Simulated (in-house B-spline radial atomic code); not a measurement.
**RPA and G0W0 on wB97X: Ag VII (Ag6+)**

Configuration [Kr] 4d5, highest spin, mean-field start wB97X. Computed with a B-spline radial code for spherical atoms: all electrons, scalar-relativistic (spin-free one-electron X2C), finite nucleus, each spin shell either full or empty, empty states to l = 9 with an (l + 1/2)⁻⁴ tail; G0W0 by contour deformation at full frequency.

Command:
```bash
python run_gw.py task.json out
```
Settings (radii: box in bohr, nucleus in fm):
```
Z                        47
electrons                41
configuration            [Kr] 4d5
hamiltonian              x2c
method                   wb97x
lmax                     9
rms_radius               4.5454
spin_polarised           True
box_radius               9.29
intervals                67
```

Cost of the run: 7.8 s on 1 thread of Arm Neoverse N1, on a shared host.

Energies (hartree):

```tsv
term	value
mean-field total	-5305.91277
Hartree-Fock functional on these orbitals	-5303.50313
direct second order	-3.4177
second-order exchange	0.98481
SOSEX correction	0.93118
```

Task: What is the RPA correlation energy, and what remains with SOSEX?

Result: RPA gives -3.0889 hartree (-2.05 eV per electron); RPA + SOSEX gives -2.1577, and the second-order doubles -2.4328 hartree (no singles). RPA lacks exchange-type terms and so overcorrelates at short range.

Quasi-particle levels (eV):

```
  level  occupied  mean field  Σx - vxc     Σc  QP weight     G0W0
  4d up       yes     -102.48     -4.80      ?          ?        ?
4p down       yes     -154.13     -4.72  -0.53      0.962  -159.38
4d down        no      -87.14      7.11  -3.63      0.971   -83.66
```

G0W0 = mean field + (Σx - vxc) + Σc, with Σc (partial-wave tail included) taken at the quasi-particle energy. Only the outer levels were computed. Levels of low weight are left out.

Task: Where does G0W0 put 4d up?

Result: At -107.55 eV, with Σc = -0.26 eV and a quasi-particle weight of 0.970. The tabulated removal energy is 106 ± 2 eV (NIST, tabulated theory); the calculation leaves out spin-orbit coupling, Breit and QED terms, and what these don't explain is the method's own error.
